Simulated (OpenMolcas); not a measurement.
# Br5+: effect of the active space

```
Program             : OpenMolcas
Method              : MS-CASPT2 or its RAS form, IPEA 0.25 Eh, imaginary shift 0.1 Eh
Basis               : ANO-RCC-VQZP
Scalar Hamiltonian  : DKH2, point nucleus
Spin-orbit coupling : state interaction with AMFI integrals over the reference wave functions, term energies averaged over their components
```

A. 2 electrons in 4 orbitals (4s 4p); 2S+1 = 3 even, 3 roots; 2S+1 = 1 even, 7 roots; 2S+1 = 3 odd, 3 roots; 2S+1 = 1 odd, 3 roots; closed shells correlated: 3d; CASPT2 step about 3 core-seconds
B. 2 electrons in 8 orbitals (4s 4p 5s 5p); 2S+1 = 3 even, 3 roots; 2S+1 = 1 even, 7 roots; 2S+1 = 3 odd, 3 roots; 2S+1 = 1 odd, 3 roots; closed shells correlated: 3d; CASPT2 step of the order of 6 core-seconds
C. 2 electrons in 9 orbitals (RAS2 4s 4p; RAS3 4d, at most 2 electrons); 2S+1 = 3 even, 3 roots; 2S+1 = 1 even, 7 roots; 2S+1 = 3 odd, 3 roots; 2S+1 = 1 odd, 3 roots; closed shells correlated: 3d; CASPT2 step about 8 core-seconds

Energies in cm⁻¹ above 4s² ¹S₀, the measured ground level; measured values from Moore, Atomic Energy Levels, vol. II, NSRDS-NBS 35 (1971 reprint of NBS Circular 467, 1952).

```json
{"Level": "4s² ¹S₀", "A": "0.0", "B": "0.0", "C": "0.0", "Measured": "0.0"}
{"Level": "4s 4p ³P°₀", "A": "101571", "B": "101601", "C": "101502", "Measured": "104316"}
{"Level": "4s 4p ³P°₁", "A": "103493", "B": "103522", "C": "103414", "Measured": "106431"}
{"Level": "4s 4p ³P°₂", "A": "107805", "B": "107834", "C": "107719", "Measured": "111336"}
{"Level": "4s 4p ¹P°₁", "A": "153191", "B": "153023", "C": "152289", "Measured": "151274"}
{"Level": "4p² ³P₀", "A": "242615", "B": "242613", "C": "242467", "Measured": "244136"}
{"Level": "4p² ³P₁", "A": "245400", "B": "245366", "C": "245230", "Measured": "247406"}
```

Deviations, from unrounded energies. A percentage is the sum of absolute deviations over the sum of measured energies, with the sign that they share, or ± where signs differ.

| Against measurement | Levels | A | B | C |
| --- | --- | --- | --- | --- |
| mean absolute deviation (cm-1) | 6 | 2400 | 2400 | 2400 |
| other configurations (%) | 6 | ±1.5 | ±1.5 | ±1.5 |

A, B, C lie about equally close to measurement. The largest miss of C in the table is 4s 4p ³P°₂, by -3600 cm-1. The ranking rests on the paired levels alone, and a cruder setting can come out closer through cancelling errors.

Among A to C the level of the table that moves most is 4s 4p ¹P°₁, by 900 cm-1 (lowest in C, highest in A).

Over all roots computed the reference weight is 0.94 to 0.99 in A, 0.92 to 0.99 in B; the roots of lowest weight are the least certain, and an intruder state may touch them. The ¹D term of p² mixes with s d, which this space lacks (holds for A; B). Active for correlation alone: 5p 5s; no level in the range computed is led by a configuration that fills them, so any true level of that kind is missing (holds for B). Active for correlation alone: 4d; no level in the range computed is led by a configuration that fills it, so any true level of that kind is missing (holds for C). Some terms mix strongly with configurations of 4d, whose occupation reaches 0.18 (4p² ¹D) (holds for C). Measured partners are found by configuration, term and J. A level has none where our copy of the source lacks it or the pairing is in doubt (some pairs that miss far off the trend of their configuration count as doubtful), and it then counts in no deviation. Levels of configurations outside the active space are missing. The table leaves out levels that lie high or whose names do not pair safely across all columns.

° marks odd parity.
